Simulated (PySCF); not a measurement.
## Radial density of Si+ (silicon, charge +1)

M06-2X, [Ne] 3s2 3p1, 2P determinant. All numbers are calculated (PySCF 2.14, the non-relativistic Hamiltonian (point nucleus), in 6-31G* (4s3p1d, 18 functions)).

```tsv
r (bohr)	4πr²ρ (e/bohr)	4πr²(ρα − ρβ)
0.00212	0.09232	0.0000
0.00357	0.2548	0.0000
0.00600	0.6782	0.0001
0.0101	1.702	0.0001
0.0170	3.985	0.0003
0.0286	8.155	0.0008
0.0480	13.51	0.0022
0.0808	15.76	0.0075
0.136	11.74	0.0267
0.229	10.05	0.0670
0.385	14.29	0.0769
0.647	9.281	0.0055
1.09	2.117	0.1296
1.83	1.651	0.4721
3.08	0.6053	0.2509
5.18	0.03034	0.0189
8.71	6.853e-05	0.0001
```
